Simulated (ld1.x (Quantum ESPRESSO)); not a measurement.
Transferability test, TM semilocal potential for Zr (Z = 40)

ld1.x (Quantum ESPRESSO) 7.5 input, shortened:

```
&input
   title='Zr', zed=40., rel=1, dft='PZ', iswitch=3,
   config='[Kr] 4d3 5s1 5p0'
 /
 &inputp
   pseudotype=1, tm=.true., lloc=0,
   nlcc=.true.
 /
3
4P  2  1   6.00   0.00  2.25  2.25  0.0
4D  3  2   3.00   0.00  2.30  2.30  0.0
4S  1  0   2.00   0.00  1.20  1.20  0.0
 &test
   configts(1)='4s2 4p6 4d3 5s1 5p0'
 /
```

Occupied shells without a wave of their own: 5s. They enter only through the test configuration that unscreens the potential, and ld1.x also counts them in the model core charge.

Energies are relative to the spin-unpolarised reference configuration 4s2 4p6 4d3 5s1 5p0; without spin polarisation the order of configurations can differ from experiment. Spin-polarised rows fill each open shell by Hund’s rule, majority spin first.

ld1.x takes every shell without a wave as core, so the model core holds the 5s electrons as well and exchange and correlation see them twice. This cancels in the reference configuration, but the file is broken for other ones, and its errors say nothing about a proper core correction.

| valence configuration | charge | ΔE all-electron (eV) | error AE − PS (meV) |
| --- | --- | --- | --- |
| 4s2 4p6 4d2 5s2 5p0 | 0 | -1.225 | +45 |
| 4s2 4p6 4d2 5s1 5p0 | +1 | 6.127 | -46 |
| 4s2 4p6 4d2 5s0 5p0 | +2 | 19.369 | -404 |
| 4s1 4p6 4d2 5s2 5p0 | +1 | 59.346 | +115 |
| 4s2 4p6 4d1 5s2 5p1 | 0 | 1.841 | +168 |
| 4s2 4p6 4d2.5 5s1.5 5p0 | 0 | -0.698 | +22 |
| 4s2 4p6 4d2 5s1.5 5p0 | +0.5 | 1.747 | +23 |
| 4s2 4p6 4d3 5s1 5p0 (spin-polarised) | 0 | -1.603 | -150 |
| 4s2 4p6 4d2 5s2 5p0 (spin-polarised) | 0 | -1.708 | +38 |

Levels in the configuration 4s2 4p6 4d3 5s1 5p0 (spin-polarised):

```tsv
level	all-electron (eV)	pseudo (eV)
4s up	-52.658	-52.657
4p up	-30.850	-30.829
4d up	-2.945	-2.909
5s up	-4.459	-4.435
4s down	-51.519	-51.464
4p down	-29.526	-29.503
```
